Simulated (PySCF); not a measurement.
PySCF job for B(CCH)(Me)2 (C4H7B), SMILES C#CB(C)C, C-PCM-M06-2X/def2-SVP. The structure is a stationary point at B3LYP-D3(BJ)/def2-SVP.

```python
import numpy as np
from pyscf import gto, scf, dft
from pyscf.solvent import pcm

mol = gto.M(
    atom='''
    B    -0.00000000    0.00000000    0.40150695
    C    -0.00000000    0.00000000   -1.13054127
    C     0.00000000   -0.00000001   -2.35048975
    H    -0.00000000   -0.00000001   -3.42503318
    C     0.01246374   -1.37101732    1.17301625
    H     0.43726680   -1.29763636    2.18685266
    H    -1.05251431   -1.65426465    1.30281184
    H     0.48734883   -2.19800654    0.62408031
    C    -0.01246374    1.37101732    1.17301624
    H    -0.43726680    1.29763637    2.18685265
    H     1.05251431    1.65426466    1.30281183
    H    -0.48734882    2.19800654    0.62408030
    ''',
    basis='def2-SVP',
    charge=0,
    spin=0,
    max_memory=1600,
    verbose=3,
)
mf = dft.RKS(mol, xc='m06-2x').density_fit(auxbasis='def2-universal-jkfit')
mf.grids.level = 4
mf.conv_tol = 1e-9
mf.max_cycle = 100
mf.kernel()
res = {}
for name, eps in {'water': 78.355, 'N,N-dimethylformamide': 37.219, 'chlorobenzene': 5.6968}.items():
    s = mf.PCM()
    s.with_solvent.method, s.with_solvent.eps, s.with_solvent.lebedev_order = 'C-PCM', eps, 29
    s.kernel(mf.make_rdm1())
    res[name] = (s.e_tot, eps, s.dip_moment(), s.mo_energy, s.converged)
    print(f'{name}: electrostatic solvation free energy {(s.e_tot - mf.e_tot) * 627.509474:.3f} kcal/mol')
```

Log of the run:

```
converged SCF energy = -181.212200110197

WARN: PCM is an experimental feature. It is still in testing.
Features and APIs may be changed in the future.

converged SCF energy = -181.216873399716
Dipole moment(X, Y, Z, Debye):  0.00000,  0.00000,  0.08451
water: electrostatic solvation free energy -2.933 kcal/mol

WARN: PCM is an experimental feature. It is still in testing.
Features and APIs may be changed in the future.

converged SCF energy = -181.216799654909
Dipole moment(X, Y, Z, Debye):  0.00000,  0.00000,  0.08319
N,N-dimethylformamide: electrostatic solvation free energy -2.886 kcal/mol

WARN: PCM is an experimental feature. It is still in testing.
Features and APIs may be changed in the future.

converged SCF energy = -181.216036185472
Dipole moment(X, Y, Z, Debye):  0.00000,  0.00000,  0.07013
chlorobenzene: electrostatic solvation free energy -2.407 kcal/mol
```

Self-consistency was reached.
